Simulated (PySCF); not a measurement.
C₆H₃FSi.

```xyz
11

C     -2.5073    -1.4476     0.6950
C     -1.5002    -0.8661     0.3003
Si     0.0000     0.0000    -0.2748
F      0.0000     0.0000    -1.9104
C      1.5002    -0.8661     0.3003
C      2.5073    -1.4476     0.6950
C      0.0000     1.7323     0.3003
C      0.0000     2.8952     0.6950
H     -3.3958    -1.9606     1.0413
H      3.3958    -1.9606     1.0413
H      0.0000     3.9211     1.0413
```

Geometry optimised at PBE-D3(BJ)/def2-SVP.

Computed with B3LYP/pcSseg-1 run with PySCF. Non-relativistic, no solvent.

Computed absolute GIAO shielding of each atom: isotropic value and principal components (ppm):
```
atom  σ(iso)    σ11    σ22    σ33   span
----  ------  -----  -----  -----  -----
C1      77.5   -7.0   -4.7  244.3  251.3
C2      94.6   -6.5    0.3  290.0  296.5
Si3    416.4  400.4  400.4  448.5   48.0
F4     319.6  302.0  302.0  354.7   52.8
C5      94.6   -6.5    0.3  290.0  296.5
C6      77.5   -7.0   -4.7  244.3  251.3
C7      94.6   -6.5    0.3  290.0  296.5
C8      77.5   -7.0   -4.7  244.3  251.4
H9      28.8   24.0   24.1   38.1   14.1
H10     28.8   24.0   24.1   38.1   14.1
H11     28.8   24.0   24.1   38.1   14.1
```
